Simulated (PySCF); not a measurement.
**C₆ coefficients of unlike pairs at PBE0**

Calculated with PySCF 2.14 from the dipole response of each species, C₆(A,B) = (3/π) ∫ α_A(iu) α_B(iu) du, in atomic units, from isotropic polarisabilities. For ions this is the dispersion term alone; charge-induced terms of lower order in 1/R come first.

| species | configuration | basis | relativity | α (bohr³) | C₆ (like pair) |
| --- | --- | --- | --- | --- | --- |
| Nb³⁺ | [Kr] 4d2 (3F) | aug-cc-pVDZ-PP with ECP28MDF (5s5p4d2f) | core potential | 5.862 | 24.83 |
| Ar | [Ar] (1S) | aug-cc-pV(Q+d)Z with one added diffuse shell each of s, p, d, f, g type (8s7p6d4f3g) | none | 11.42 | 66.44 |
| Sc²⁺ | [Ar] 3d1 (2D) | aug-cc-pVTZ with one added diffuse shell each of s, p, d, f, g type (9s8p6d4f3g) | none | 4.800 | 14.00 |
| Zn²⁺ | [Ar] 3d10 (1S) | dyall-av2z (16s12p7d2f) | none | 2.540 | 6.534 |

Task: Estimate C₆ for Zn²⁺ with Sc²⁺.

Result: The integral gives 9.360. The combination rule 2 C_A C_B / (C_A α_B/α_A + C_B α_A/α_B) gives 9.262 and the geometric mean 9.566.

No spin-orbit coupling is included.

The other pairs:

```csv
pair,C₆
"Zn²⁺, Ar",19.37
"Sc²⁺, Nb³⁺",18.63
"Sc²⁺, Ar",29.96
"Zn²⁺, Nb³⁺",12.48
"Ar, Nb³⁺",39.79
```
